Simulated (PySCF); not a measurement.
Finite-field polarisability of Sb (antimony, neutral)

[Kr] 4d10 5s2 5p3, high-spin 4S determinant. Computed with PySCF 2.14 in aug-cc-pVDZ-PP with ECP28MDF (5s4p3d, 32 functions), with a scalar-relativistic core potential. Frozen: 4s2 4p6 4d10. Energy changes in a uniform field (μhartree):

```
axis  F (au)        HF       MP2      CCSD   CCSD(T)
   x  0.0021   -95.929   -94.693   -94.693   -94.942
   x  0.0042  -383.884  -378.945  -378.950  -379.948
```

Problem. Derive α along x at CCSD(T) from the two fields.

Solution. With ΔE = −αF²/2 − γF⁴/24, α = −(16 ΔE(F) − ΔE(2F))/(6F²) = 43.05 bohr³.

Problem. And the mean polarisability at each level?

Solution. HF 43.50, MP2 42.94, CCSD 42.94, CCSD(T) 43.05 bohr³. Reference: 43 ± 2 bohr³ (recommended; Schwerdtfeger and Nagle, table of static dipole polarizabilities (2023 update)).

A double-zeta set is small for polarisabilities.
